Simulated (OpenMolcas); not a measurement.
## Ba II: effect of the active space

```json
{
 "Program": "OpenMolcas",
 "Method": "CASSCF",
 "Basis": "ANO-RCC-VQZP",
 "Scalar Hamiltonian": "DKH4, point nucleus",
 "Spin-orbit coupling": "RASSI with atomic mean-field integrals over the reference wave functions, term energies averaged over their components"
}
```

A. 1 electron in 4 orbitals (6s 6p); 2S+1 = 2 even, 1 root; 2S+1 = 2 odd, 3 roots; cost about 9 core-seconds
B. 1 electron in 8 orbitals (6s 6p 7s 7p); 2S+1 = 2 even, 1 root; 2S+1 = 2 odd, 3 roots; cost roughly 10 core-seconds

Energies in eV above 6s 2S 1/2, the measured ground level; measured values from NIST Handbook of Basic Atomic Spectroscopic Data.

```csv
Level,A,B,Measured
6s 2S 1/2,0.0000,0.0000,0.0000
6p 2P* 1/2,2.2773,2.2773,2.5121
6p 2P* 3/2,2.4200,2.4200,2.7218
```

Deviations, from unrounded energies. A percentage is the sum of absolute deviations over the sum of measured energies, with the sign that they share, or ± where signs differ.

```csv
Against measurement,Levels,A,B
mean absolute deviation (cm-1),2,2200,2200
other configurations (%),2,-10.3,-10.3
```

A, B lie about equally close to measurement. The largest miss of A in the table is 6p 2P* 3/2, by -2400 cm-1. The ranking rests on the paired levels alone, and a cruder setting can come out closer through cancelling errors.

Between A and B no level of the table moves by more than 5 cm-1.

ANO sets are built for ground and valence states and can reach diffuse excited orbitals poorly. With one active electron the reference holds no correlation, so core polarisation is missing. With one active electron outside closed inactive shells, the extra shells (7p 7s) add no correlation to the reference (holds for B). Measured partners are found by configuration, term and J. A level has none where our copy of the source lacks it or the pairing is in doubt (some pairs that miss far off the trend of their configuration count as doubtful), and it then counts in no deviation. Levels of configurations outside the active space are missing.

* marks odd parity.
